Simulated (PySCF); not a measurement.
**Electric field gradients and quadrupole coupling constants**

Compound: C₄H₆OSi.
Cartesian coordinates in Å at the PBE0-D3(BJ)/def2-SVP level; atoms count from 1:
```
atom  x, y, z in Å
Si1    2.133    0.069   -0.199
C2     0.273    0.010   -0.068
C3    -0.575    0.011    1.011
C4    -1.904   -0.053    0.495
C5    -1.767   -0.090   -0.862
O6    -0.471   -0.054   -1.209
H7     2.585    1.281   -0.947
H8     2.661   -1.139   -0.900
H9     2.664    0.115    1.195
H10   -0.277    0.055    2.057
H11   -2.836   -0.069    1.055
H12   -2.483   -0.140   -1.679
```

Field gradients from the PBE0/pcSseg-1 density (PySCF, non-relativistic), principal values in atomic units, ordered |Vxx| ≤ |Vyy| ≤ |Vzz|:

```json
{"atom": "O6", "Vxx": "-0.7055", "Vyy": "-0.7501", "Vzz": "1.4555"}
```

Task: Find the asymmetry η = (Vxx − Vyy)/Vzz and the couplings χ = eQV/h (234.96 MHz × Q in barn × V in au), with Q(17O) = −0.0256 b.

Result: 
| atom | environment | nucleus | η | χzz (MHz) | χxx (MHz) | χyy (MHz) |
| --- | --- | --- | --- | --- | --- | --- |
| O6 | furan-type oxygen | 17O | 0.03 | -8.76 | 4.24 | 4.51 |

The gradient is axial or nearly so (η below 0.05) at O6. 

Task: What is Vzz at O6 in SI units (1 au = 9.71736 × 10²¹ V/m²)?

Result: 1.4555 au = 14.144 × 10²¹ V/m².

Task: And the gradient at the other heavy atoms, for which no coupling is worked out here?

Result: 
| atom | environment | Vzz (au) | η |
| --- | --- | --- | --- |
| Si1 | SiH3 silicon | 0.134 | 0.02 |
| C2 | substituted aromatic carbon | -0.359 | 0.88 |
| C3 | aromatic CH carbon | 0.229 | 0.29 |
| C4 | aromatic CH carbon | 0.185 | 0.29 |
| C5 | aromatic CH next to a ring oxygen | -0.330 | 0.69 |

Task: What couplings would deuterons (Q(2H) = 0.00286 b) have in place of the hydrogens, at this geometry?

Result: 
```csv
atom,bonded to,bond length (Å),Vzz (au),η,χzz (kHz)
H7,Si1,1.494,0.1397,0.02,94
H8,Si1,1.494,0.1399,0.02,94
H9,Si1,1.492,0.1409,0.03,95
H10,C3,1.088,0.3148,0.06,212
H11,C4,1.088,0.3173,0.07,213
H12,C5,1.088,0.3108,0.11,209
```

Isolated species at its PBE0-D3(BJ)/def2-SVP geometry, gas phase. With a basis this small, the couplings can be 20 % off.
